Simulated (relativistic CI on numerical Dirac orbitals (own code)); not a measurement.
**Sensitivity of the levels of Pb XXIV to α and to the nuclear radius**

These numbers are calculated, not measured: Dirac-Coulomb-Breit CI, KLI orbitals optimised for each configuration, derivatives by finite differences, unscaled Slater integrals, QED left out (own radial code, finite nucleus).

Configurations in the expansion (outside the closed core [Ar] 3d10 4s2): 4p6 4d10 4f13, 4p6 4d10 4f12 5s, 4p6 4d10 4f11 5s2, 4p6 4d10 4f12 5p, 4p6 4d10 4f11 5s 5p, 4p5 4d10 4f14, 4p6 4d10 4f12 5f, 4p6 4d9 4f13 5s. Levels of other configurations are missing.

With x = (α/α₀)² − 1 an excitation energy changes as ω = ω₀ + qx; K = 2q/ω₀ is the relative enhancement. Terms are leading LS components, so labels can repeat. The field-shift factor is F = δν/δ⟨r²⟩ for the transition from the lowest level.

Lowest level 4p6 4d10 4f13 2F°_7/2.

```csv
Level,ω₀ (cm⁻¹),q (cm⁻¹),K,F (GHz/fm²)
4p6 4d10 4f13 2F°_5/2,41255,37980,1.84,2.77
4p6 4d10 4f12 5s 4H_13/2,425323,-615600,-2.89,1170
4p6 4d10 4f12 5s 2H_11/2,435537,-611200,-2.81,1160
4p6 4d10 4f12 5s 4F_9/2,439267,-616500,-2.81,1170
4p6 4d10 4f12 5s 2G_7/2,445506,-613600,-2.75,1160
4p6 4d10 4f12 5s 4H_9/2,468182,-577000,-2.46,1170
4p6 4d10 4f12 5s 4H_11/2,469998,-578100,-2.46,1170
4p6 4d10 4f12 5s 4F_3/2,472053,-604300,-2.56,1170
4p6 4d10 4f12 5s 4F_5/2,472879,-604300,-2.56,1170
4p6 4d10 4f12 5s 4F_7/2,477933,-576700,-2.41,1170
4p6 4d10 4f12 5s 2G_9/2,482372,-576300,-2.39,1170
4p6 4d10 4f12 5s 2F_7/2,487200,-574600,-2.36,1170
4p6 4d10 4f12 5s 2F_5/2,487533,-582200,-2.39,1170
4p6 4d10 4f12 5s 4H_7/2,515320,-542300,-2.1,1170
4p6 4d10 4f12 5s 4P_5/2,515775,-576400,-2.24,1170
4p6 4d10 4f12 5s 4F_3/2,517481,-576800,-2.23,1170
4p6 4d10 4f12 5s 2H_9/2,520500,-538100,-2.07,1170
4p6 4d10 4f12 5s 4P_1/2,524353,-599900,-2.29,1170
4p6 4d10 4f12 5s 2I_13/2,528193,-581100,-2.2,1170
4p6 4d10 4f12 5s 2I_11/2,528731,-580400,-2.2,1170
4p6 4d10 4f12 5s 4P_3/2,536785,-575400,-2.14,1170
4p6 4d10 4f12 5s 2P_1/2,547283,-577000,-2.11,1160
4p6 4d10 4f12 5s 2D_5/2,554488,-544700,-1.96,1170
```

At this charge transitions that keep the count of f electrons are usually good to a few per cent. Terms inside the open d or f shell come out 10 to 20 % too wide with unscaled integrals. Levels that differ in their count of f electrons can be misplaced by several ten thousand cm⁻¹, since the correlation energy of f electrons is missing or only estimated; rates across such gaps can be off by orders of magnitude.
